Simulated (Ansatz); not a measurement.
`[Br][GeH2][Br]` + `CC(Cl)CF` → `F[CH2][GeH2][Br]` + `CC(Cl)Br` at 298.15 K and 1 bar (formal exchange of groups at a Ge–Br bond).

Computed with Ansatz on PBE0-D4/def2-TZVP structures; ΔE is electronic, products minus reactants. CCSD(T)/CBS adds triple-zeta CCSD(T) − MP2 to the extrapolated MP2 energy (def2 sets, frozen cores). For Br, Ge outer-core shells are correlated without core-valence functions, which leaves a few kJ/mol of doubt a bond. Scalar relativity is left out up to krypton. One conformer a species, not always the lowest.

```tsv
species	CCSD(T)/CBS energy (Eh)	H − E (kJ/mol)	S (J/(mol·K))
`[Br][GeH2][Br]`	-7224.02757	62.2	324.3
`CC(Cl)CF`	-677.34151	248.7	322.7
`F[CH2][GeH2][Br]`	-4789.70402	141.0	348.5
`CC(Cl)Br`	-3111.61100	165.2	314.8
```

H − E and S are ideal-gas, rigid-rotor, harmonic terms from PBE0-D4/def2-TZVP, for one conformer and one mirror image of each species. 1 Eh = 2625.50 kJ/mol, R = 8.31446 J/(mol·K).

Question: By hand: ΔE, ΔH, ΔS and ΔG.

Answer: ΔE = (-4789.70402) + (-3111.61100) − (-7224.02757) − (-677.34151) = 0.05406 Eh = 141.9 kJ/mol. Δ(H − E) = 141.0 + 165.2 − 62.2 − 248.7 = -4.7, so ΔH = 137.2 kJ/mol. ΔS = 348.5 + 314.8 − 324.3 − 322.7 = 16.3 J/(mol·K). ΔG = 137.2 − 298.15 × (16.3)/1000 = 132.3 kJ/mol.

Question: By hand: the equilibrium constant, and the temperature at which ΔG would vanish if ΔH and ΔS stayed fixed.

Answer: log₁₀ K = −ΔG/(RT ln 10) = -23.2. ΔG = 0 at ΔH/ΔS = 8417 K, far beyond where these terms or the molecules hold.

ΔH outweighs TΔS. A doubt of 5 kJ/mol in ΔE shifts log₁₀ K by 0.9 here. Other conformers and mirror images would add mixing entropy, several J/(mol·K) or more a flexible species. These are equilibria of isolated gas molecules and say nothing of rates. Largest T1 diagnostic: 0.010 (customary marks: 0.02 for closed shells, 0.045 for open ones).
